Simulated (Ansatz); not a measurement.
Calculated with Ansatz (gas phase, PBE0-D4/def2-TZVP geometries, no zero-point term in ΔE). CBS: MP2 limit from def2 TZ/QZ plus the TZ coupled-cluster correction, frozen cores. Functionals use def2-TZVPP. B3LYP here is the variant with VWN-RPA as its local correlation; programs differ in this. Elements past krypton have def2 core potentials. For Te outer-core shells are correlated without core-valence functions, which leaves a few kJ/mol of doubt a bond. Each species was taken in one conformer, which may not be the lowest.

`FC([SiH3])[TeH]` + `C[SiH2]N` → `C[SiH](N)[TeH]` + `FC[SiH3]`  (formal exchange of groups at a Te–C bond)

`FC([SiH3])[TeH]`:

Cartesian coordinates in Å:
```
F 1.482 1.081 -0.408
C 0.658 0.077 0.071
Si -0.935 -0.046 -0.951
Te 0.135 0.394 2.134
H 1.219 -0.861 0.053
H -1.558 -1.364 -0.676
H -0.608 0.082 -2.394
H -1.858 1.047 -0.547
H 1.465 -0.410 2.716
```

`C[SiH2]N`:

Z-matrix (Å, degrees):
```
C
Si 1 1.871
H 1 1.093 2 111.2
H 1 1.094 2 110.5 3 119.8
H 1 1.093 2 111.2 3 -120.4
N 2 1.720 1 116.4 3 60.2
H 2 1.489 1 108.4 3 -179.4
H 2 1.489 1 108.4 3 -60.3
H 6 1.007 2 120.7 1 73.7
H 6 1.007 2 120.7 1 -73.5
```

`C[SiH](N)[TeH]`:

Cartesian coordinates in Å:
```
C 1.159 0.747 -0.659
Si -0.134 -0.380 0.064
N -1.668 0.181 -0.453
Te -0.230 -0.329 2.568
H 0.997 1.780 -0.342
H 1.138 0.710 -1.753
H 2.154 0.440 -0.331
H 0.200 -1.793 -0.280
H -2.517 -0.253 -0.133
H -1.780 0.606 -1.360
H 0.680 -1.709 2.680
```

`FC[SiH3]`:

```xyz
8

F    -1.499   -0.695   -1.008
C    -0.894   -0.331    0.191
Si    0.856    0.323   -0.124
H    -0.876   -1.209    0.845
H    -1.520    0.429    0.671
H     1.447    0.694    1.190
H     0.802    1.519   -1.002
H     1.685   -0.730   -0.764
```

| level | ΔE (kJ/mol) |
| --- | --- |
| B3LYP-D4 | -99.7 |
| ωB97X-V | -102.0 |
| B2PLYP | -99.8 |
| SCS-MP2/def2-TZVPP | -98.9 |

Problem. What does CCSD(T)/CBS give? (An estimate is asked.)

Solution. The calculation gave: -99.7 kJ/mol. The listed levels differ from it by 0.0, -2.3, -0.1, 0.8 kJ/mol.

Largest T1 diagnostic among the species: 0.012.

From PBE to PBE0 (25 % exact exchange), in def2-TZVPP and without D4, ΔE moves by −7.9 kJ/mol. In def2-TZVPP, CCSD(T) changes the Hartree–Fock value by +15.0 kJ/mol (the triples alone add +3.0 kJ/mol) and MP2 by +11.0 kJ/mol.
